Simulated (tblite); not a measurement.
Compound: C4H5F3O2 (charge +1 and doublet state).
Structure used (GFN2-xTB), in Å, numbered top down from 1:
```xyz
14
C4H5F3O2 angstrom
C     -1.099    1.427   -0.134
C     -0.248    0.199   -0.277
C     -1.238   -1.066   -0.039
O     -2.160   -1.296   -0.705
O      0.802    0.220    0.614
C      1.891   -0.580    0.379
F      2.805   -0.317    1.264
F      1.530   -1.865    0.470
F      2.363   -0.398   -0.845
H     -1.416    1.601    0.897
H     -0.471    2.297   -0.376
H     -1.960    1.402   -0.798
H      0.083    0.010   -1.317
H     -0.883   -1.634    0.844
```

Method: GFN2-xTB as coded in tblite; computed harmonic values from a numerical Hessian at the method's own geometry, unscaled. This tight-binding method is rough: wavenumbers can miss measured ones by several per cent, in bad cases by 10 to 20. One conformer, not necessarily the lowest. Open shells enter through the occupations alone, without spin polarisation, and single modes of such species can be off by tens of per cent.

Harmonic wavenumbers (cm⁻¹): 32.8, 42.6, 116.3, 159.6, 183.1, 246.3, 307.4, 354.0, 376.1, 419.6, 462.7, 553.0, 571.7, 620.9, 624.7, 814.7, 843.8, 935.1, 969.5, 1035.5, 1062.6, 1076.5, 1091.4, 1142.9, 1183.5, 1215.6, 1255.7, 1293.1, 1327.4, 1389.8, 1921.9, 2721.9, 2786.4, 2891.7, 2986.1, 3051.4.

A = 2883, B = 1059, C = 917.0 MHz; mass 142.024 u (most abundant isotopes); point group C1, symmetry number 1; spin multiplicity 2.

Question: Zero-point energy?

Answer: ½Σν̃ = 19034 cm⁻¹ = 54.42 kcal/mol.

Question: Give the ideal-gas entropy at 273.15 K and 1 bar in the rigid-rotor, harmonic-oscillator model (classical rotation).

Answer: Translation 40.35, rotation 28.87, vibration 26.44, spin (R ln 2) 1.38: S = 97.0 cal/(mol K).

Question: And Cp and H(273.15 K) − H(0)?

Answer: Cp = 33.59 cal/(mol K), of which vibrations give 25.64 (their classical limit is 36 R = 71.5); H(273.15 K) − H(0) = 5.82 kcal/mol without the zero-point energy, 3.65 from vibrations.

Question: What must be added to the electronic energy to get the Gibbs energy at 273.15 K and 1 bar?

Answer: ZPE + [H(273.15 K) − H(0)] − T·S = 54.42 + 5.82 − 26.51 = 33.73 kcal/mol.

Question: Which modes carry the vibrational entropy at 273.15 K?

Answer: 32.8 cm⁻¹: 5.48; 42.6 cm⁻¹: 4.96; 116.3 cm⁻¹: 2.99; 159.6 cm⁻¹: 2.39; 183.1 cm⁻¹: 2.13; 246.3 cm⁻¹: 1.60 cal/(mol K); the other 30 give 6.88 together.

Question: How do the functions run with temperature in this model?

Answer: 
```tsv
T (K)	S (cal/(mol K))	Cp (cal/(mol K))	H − H(0) (kcal/mol)	G − H(0) (kcal/mol)	ln q(vib)
100	72.2	18.1	1.31	-5.90	2.20
200	87.6	27.3	3.59	-13.93	4.76
300	100.3	35.8	6.75	-23.34	7.24
500	121.9	49.1	15.33	-45.63	11.97
800	147.7	60.5	31.95	-86.25	18.42
1000	161.8	65.0	44.53	-117.23	22.27
```

q(vib) and H(0) count from the zero-point level.

Question: Blend soft modes into free rotors: weight 1/[1 + (100 cm⁻¹/ν̃)⁴] for the oscillator and the rest for a rotor with moment μB/(μ + B), μ = h/(8π²ν), B = 10⁻⁴⁴ kg m². What vibrational entropy results?

Answer: 23.44 cal/(mol K) in place of 26.44, which changes −T·S at 273.15 K by +0.82 kcal/mol.

Hindered rotation and anharmonicity are outside this model. Other conformers, if any are populated, would add a mixing term that is left out. The structure is chiral; the term R ln 2 for an equal mix with its mirror image is left out.
